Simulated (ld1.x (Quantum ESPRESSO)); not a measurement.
Plane-wave convergence, TM potential for titanium

* Element: titanium (Ti)
* Generator: ld1.x (Quantum ESPRESSO) 7.5
* Type: norm-conserving Troullier–Martins (Kleinman–Bylander form)
* Functional: LDA (PZ)
* Relativity: scalar-relativistic
* Frozen core: [Ne]
* Valence charge: 12
* Reference configuration: 3s2 3p6 3d2 4s2 4p0
* Partial waves: 3p (bound): rc 1.15 bohr; 3d (bound): rc 2.20 bohr; 3s (bound): rc 1.55 bohr
* Local potential: the s channel
* Core correction: none

Occupied shells without a wave of their own: 4s. They enter only through the test configuration that unscreens the potential.

The pseudo-atom Hamiltonian at the reference potential is diagonalised in spherical Bessel functions j_l(qr) that vanish at 20 bohr, with q² up to the cutoff. All-electron valence levels (Ry): 3p -2.8506, 4p -0.1131, 3d -0.3280, 3s -4.5762, 4s -0.3381.

**Question.** How do the lowest levels (Ry) of each channel move with the cutoff, and are there ghosts?

**Answer.**

```tsv
cutoff (Ry)	p #1	p #2	p #3	d #1	s #1	s #2	s #3	f #1	Σ f·Δε (mRy)
8	-1.7462	-0.0553	0.0608	0.0316	-4.4654	-0.3368	0.0040	0.1061	7642.2
12	-2.2645	-0.0792	0.0532	0.0198	-4.5275	-0.3653	0.0000	0.1061	4326.9
18	-2.6504	-0.1007	0.0478	-0.0384	-4.5333	-0.3718	-0.0010	0.1061	1870.9
25	-2.8053	-0.1127	0.0452	-0.1530	-4.5526	-0.3720	-0.0010	0.1061	673.3
35	-2.8443	-0.1172	0.0442	-0.2945	-4.5723	-0.3731	-0.0011	0.1061	114.5
40	-2.8455	-0.1175	0.0442	-0.3186	-4.5742	-0.3736	-0.0012	0.1061	54.4
50	-2.8459	-0.1175	0.0442	-0.3274	-4.5744	-0.3739	-0.0012	0.1061	33.4
60	-2.8473	-0.1176	0.0441	-0.3279	-4.5751	-0.3739	-0.0012	0.1061	22.8
80	-2.8501	-0.1180	0.0441	-0.3279	-4.5760	-0.3740	-0.0013	0.1061	4.1
100	-2.8506	-0.1180	0.0441	-0.3280	-4.5761	-0.3740	-0.0013	0.1061	0.8
120	-2.8506	-0.1180	0.0441	-0.3280	-4.5761	-0.3740	-0.0013	0.1061	0.6
400	-2.8507	-0.1180	0.0441	-0.3280	-4.5761	-0.3740	-0.0013	0.1061	0.0
```

Result: no extra level below or beside the all-electron valence levels (p, d, s, f tested); 10 mRy is reached at 80 Ry and 1 mRy at 100 Ry.

The potential misses its own reference levels by up to 0.5 eV. Its largest configuration-test error is -2579 meV.
